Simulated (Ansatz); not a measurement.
Consider the ligand exchange at the Sn–O bond: `C[NH][SnH]([Cl])[O]C` + H–F → `C[NH][SnH]([F])[Cl]` + CH₃OH.

Program: Ansatz. Geometries: PBE0-D4/def2-TZVP. ΔE: electronic, gas phase. CBS: MP2 limit from def2 TZ/QZ plus the TZ coupled-cluster correction, frozen cores. This one scheme is used for every species. def2 core potentials past Kr. For Sn outer-core shells are correlated without core-valence functions, which leaves a few kJ/mol of doubt a bond. Each species was taken in one conformer, which may not be the lowest.

```csv
level,ΔE (kJ/mol)
SCS-MP2/def2-TZVPP,-32.6
CCSD(T)/def2-TZVPP,-31.0
SCS-MP2/def2-QZVPP,-33.5
CCSD/CBS(def2),-34.4
```

Q: What does CCSD(T)/CBS give? (Estimate.)

A: The calculation gave: -31.1 kJ/mol. The listed levels differ from it by -1.5, 0.1, -2.4, -3.3 kJ/mol.

Largest T1 diagnostic among the species: 0.013.

The D4 term adds +10.8 kJ/mol with B3LYP and +6.2 kJ/mol with PBE0; it sums over pairs of atoms, weighted by their polarisabilities, and B3LYP, whose exchange is more repulsive, gets the larger term. In def2-TZVPP, CCSD(T) changes the Hartree–Fock value by +22.7 kJ/mol (the triples alone add +3.2 kJ/mol) and MP2 by +27.2 kJ/mol.

B3LYP here is the variant with VWN-RPA as its local correlation; programs differ in this.
